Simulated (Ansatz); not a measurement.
# AlBHNS: where a starting geometry ends

The starting geometry of this gas-phase singlet was optimised with GFN2-xTB.

```xyz
5

Al   -2.4708   -2.3681   -0.1722
B    -2.3423   -1.2460    2.6377
N    -2.5572   -1.6544    1.4561
S    -2.1534   -3.0498   -2.0917
H    -2.0559   -0.8980    3.6850
```

Question: Where would you expect an optimisation with r2SCAN-D4/def2-SVP to take it?

Answer: It keeps its bonds.

The energy falls by 0.12 eV over 8 steps:

| step | E − E(last) (eV) |
| --- | --- |
| 1 | 0.116 |
| 2 | 0.034 |
| 3 | 0.022 |
| 4 | 0.001 |
| 5 | 0.001 |
| 6 | 0.000 |
| 7 | 0.000 |
| 8 | 0.000 |

Final geometry (Å):

```tsv
atom	x (Å)	y (Å)	z (Å)
Al	-2.3319	-2.3359	-0.1982
B	-2.2970	-1.2683	2.6216
N	-2.3114	-1.7158	1.4396
S	-2.3557	-3.0461	-2.0739
H	-2.2836	-0.8502	3.7259
```

Frequencies at the end are all real (lowest 105 cm⁻¹). Run with Ansatz 0.2.0, 38 s on 1 thread of AMD EPYC (Zen 3), on a shared host.
